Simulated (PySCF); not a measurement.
Al(H)(F)(vinyl) (C2H4AlF), SMILES C=[CH][AlH][F].

The structure is a stationary point at TPSSh-D3(BJ)/def2-SVP. One conformer was computed; it need not be the lowest.

The numbers are results of r2SCAN/def2-TZVPD run with PySCF, not measurements.

Symmetry labels are those of the subgroup Cs that the program uses (full group Cs).

Computed valence orbital energies around the gap with their symmetry:
| orbital | symmetry | energy (eV) |
|---|---|---|
| HOMO−7 | A' | -12.03 |
| HOMO−6 | A' | -11.25 |
| HOMO−5 | A' | -10.32 |
| HOMO−4 | A" | -9.82 |
| HOMO−3 | A' | -9.73 |
| HOMO−2 | A' | -8.84 |
| HOMO−1 | A" | -7.45 |
| HOMO | A' | -7.36 |
| LUMO | A" | -2.14 |
| LUMO+1 | A" | -0.31 |
| LUMO+2 | A' | -0.25 |
| LUMO+3 | A' | 0.42 |
